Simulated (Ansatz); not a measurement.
Species: C$_{5}$H$_{6}$, charge 0, singlet. C5H6 (SMILES C(#C)C1CC1).
B3LYP-D3(BJ)/def2-TZVP minimum from Ansatz (a program for electronic structure):
```xyz
11

C      2.2656    -0.1184    -0.0023
C      1.0942    -0.0522     0.2564
C     -0.3048     0.0267     0.5556
C     -1.3079    -0.6868    -0.3290
C     -1.2300     0.8061    -0.3579
H      3.3015    -0.1768    -0.2281
H     -0.5410     0.0594     1.6122
H     -0.9110    -1.2334    -1.1723
H     -2.1524    -1.1520     0.1605
H     -2.0204     1.3751     0.1116
H     -0.7800     1.2754    -1.2209
```
Charge 0, spin multiplicity 1.

Total energies in cc-pVDZ, 26 correlated electrons, 5 frozen orbitals. Open shells are spin-unrestricted; no spin-orbit coupling. Cores are frozen in correlated methods. No relativity.

```
method    program  energy (Eh)  minus CCSDT(Q) (mEh)
--------  -------  -----------  --------------------
HF         Ansatz   -192.74613                733.29
MP2        Ansatz   -193.40758                 71.84
CCSD       Ansatz   -193.44997                 29.46
CCSD(T)    Ansatz   -193.47669                  2.74
CCSDT(Q)   Ansatz   -193.47942                  0.00
```

Rough core times of Ansatz's runs on a shared machine: CCSD(T) under 20 s, CCSDT(Q) 60 min.
